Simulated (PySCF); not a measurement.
## Correlation energy of Cr¹⁰⁺ (chromium, charge +10)

Starting occupation: [Ne] 3s2 3p2, 3p1/2 with m_j = -1/2, +1/2. Calculation: PySCF 2.14, in an uncontracted even-tempered set (20 s from 0.64 bohr⁻², ratio 2.4; 13 p from 0.83 bohr⁻², ratio 2.4; 5 d from 4 bohr⁻², ratio 2.6; 4 f from 6 bohr⁻², ratio 2.6); X2C-1e with screened-nucleus spin-orbit coupling, Gaussian nucleus. Frozen: 1s2; 12 electrons correlated; the 52 highest virtual spinors left out.

MP2 pair energies summed by pair of shells (mhartree):

```
 pair   energy  share (%)
2p-2p  -197.14       45.3
2p-2s   -58.25       13.4
3p-3s   -54.22       12.5
2p-3s   -34.83        8.0
2p-3p   -34.39        7.9
3s-3s   -25.20        5.8
2s-2s   -10.20        2.3
3p-3p    -8.40        1.9
2s-3p    -6.33        1.5
2s-3s    -5.79        1.3
```

Total MP2 correlation energy: -434.74 mhartree.

The GHF reference relaxed away from the jj start to a determinant that is no pure jj level (⟨S²⟩ = 1.96, ⟨J²⟩ = 1.46); the energies belong to that determinant.
